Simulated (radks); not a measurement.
Task: The mean radii <r> (bohr) of the occupied orbitals of an atom or ion are listed with their occupations. Method: scalar-relativistic Kohn-Sham, LDA (Slater exchange, VWN5 correlation), spin-unpolarised, spherical densities, finite nucleus; Fermi nuclear charge, rms radius of each element as measured or else 0.836 A^(1/3) + 0.57 fm; computed with a radial shooting solver on a logarithmic mesh with Libxc functionals.

orbital  occ.      <r>
1s          2  0.03189
2s          2   0.1385
2p          6   0.1207
3s          2   0.3800
3p          6   0.3792
3d         10   0.3579
4s          2   0.9458
4p          6    1.043
4d         10    1.591

Name the element and its charge.

Result: Z = 46, palladium, charge 0: Pd in [Kr] 4d10. The 1s radius gives Z: for a bare nucleus <r> = (2 gamma + 1)/(2Z) with gamma = sqrt(1 - (Z/c)^2), 0.03135 bohr for Z = 46, and screening makes it slightly larger (0.03189 here). The occupations add up to 46, and the charge is Z minus that.
